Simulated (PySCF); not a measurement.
From one molecule to another.

First species: C₂H₁₀FNSi₂.
SMILES: `[Si@H](F)(C)N(C)[SiH3]`

Second species: C₄H₈Cl₂Si.
SMILES: `C/C(=C/[SiH3])C(Cl)Cl`

Levels: CAM-B3LYP/def2-SVPD for dipole moment, HOMO energy, LUMO energy, HOMO–LUMO gap, static isotropic polarisability and electronic spatial extent ⟨r²⟩ about the centre of nuclear charge; TDDFT CAM-B3LYP/def2-SVPD for lowest singlet excitation; TDA CAM-B3LYP/def2-SVPD for lowest triplet excitation (Tamm–Dancoff); GFN2-xTB for rotational constant A and rotational constant C. Geometries: GFN2-xTB. All species are isolated and taken at one optimised geometry, non-relativistic unless stated. Electronic properties by PySCF.

The conformers computed, where there is a choice (atom-mapped SMILES and torsion angles):
- `[CH3:1][N:2]([SiH3:3])[Si@H:4]([CH3:5])[F:6]`: C1–N2–Si4–C5 177°
- `[CH3:1]/[C:2](=[CH:3]/[SiH3:4])[CH:5]([Cl:6])[Cl:7]`: C1–C2–C5–Cl6 59°

Q: Which has the higher rotational constant A?

A: The first: 2.982 GHz against 1.781 GHz, a difference of 1.201 GHz.

Q: Which has the higher HOMO energy?

A: The first: -8.61 eV against -9.20 eV, a difference of 0.59 eV.

Q: Which has the higher dipole moment?

A: The second: 1.81 D against 1.57 D, a difference of 0.24 D.

Q: Which of the two has the higher HOMO–LUMO gap, and by how much?

A: The first: 9.71 eV against 9.06 eV, a difference of 0.65 eV.

Q: Which of the two has the higher T1 energy, and by how much?

A: The first: 6.26 eV against 3.97 eV, a difference of 2.29 eV.

Q: Which has the higher S1 energy?

A: The first: 6.52 eV against 6.29 eV, a difference of 0.23 eV.

Q: Which has the higher LUMO energy?

A: The first: 1.10 eV against -0.14 eV, a difference of 1.24 eV.

Q: Which has the higher static isotropic polarisability?

A: The second: 104.4 au against 81.6 au, a difference of 22.8 au.

On the first: The principal polarisabilities are 70.1, 84.9 and 89.7 au; their mean is the isotropic value. A dipole of 1.57 D is allowed in C1, and pure rotational transitions are dipole-allowed.

On the second: The vertical singlet–triplet gap S1 − T1 is 2.32 eV (TDDFT singlet less Tamm–Dancoff triplet; S1: HOMO→LUMO, weight 0.96; T1: HOMO→LUMO, weight 0.87). The principal polarisabilities are 93.4, 94.1 and 125.6 au; their mean is the isotropic value.
